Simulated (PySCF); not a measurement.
BF, SMILES [B]F (connectivity only; charge and spin as stated), charge +1, multiplicity 2.

The structure is a stationary point at B3LYP-D3(BJ)/def2-TZVPD.

Method: PBE/def2-TZVPD in PySCF.

Isolated molecule, no solvent.

Computed frontier levels, dipole moment and polarisability:
- α spin, highest occupied and lowest empty level: -18.00 and -11.76 eV
- β spin, highest occupied and lowest empty level: -21.92 and -14.41 eV
- dipole moment about the centre of nuclear charge: 3.29 D
- mean static polarisability: 9.8 bohr³ (1.46 Å³)
- polarisability, principal values: 9.7, 9.7, 10.1 bohr³
- ⟨S²⟩: 0.754 (pure state 0.75)
